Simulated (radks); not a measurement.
Task: The mean radii <r> (bohr) of the occupied orbitals of an atom or ion are listed with their occupations. All-electron calculation, Dirac Kohn-Sham, BLYP, spin-unpolarised, spherical densities, point nucleus. Program: a radial shooting solver on a logarithmic mesh with Libxc functionals.

orbital      occ.      <r>
1s1/2           2  0.01834
2s1/2           2  0.07693
2p1/2           2  0.06365
2p3/2           4  0.07161
3s1/2           2   0.2005
3p1/2           2   0.1905
3p3/2           4   0.2053
3d3/2           4   0.1797
3d5/2           6   0.1842
4s1/2           2   0.4494
4p1/2           2   0.4546
4p3/2           4   0.4879
4d3/2           4   0.5048
4d5/2           6   0.5162
5s1/2           2    1.061
5p1/2           2    1.162
5p3/2           4    1.259
4f5/2           6   0.6010
4f7/2           8   0.6104
5d3/2         0.8    1.713
5d5/2         1.2    1.759
6p1/2    0.666667    3.079
6p3/2     1.33333    3.292

Name the element and its charge. Open shells, if any, are shared by 2j + 1.

Result: Z = 74, tungsten, charge +2: W2+ in [Xe] 4f14 5d2 6p2. The 1s radius gives Z: for a bare nucleus <r> = (2 gamma + 1)/(2Z) with gamma = sqrt(1 - (Z/c)^2), 0.01813 bohr for Z = 74, and screening makes it slightly larger (0.01834 here). The occupations add up to 72, and the charge is Z minus that.
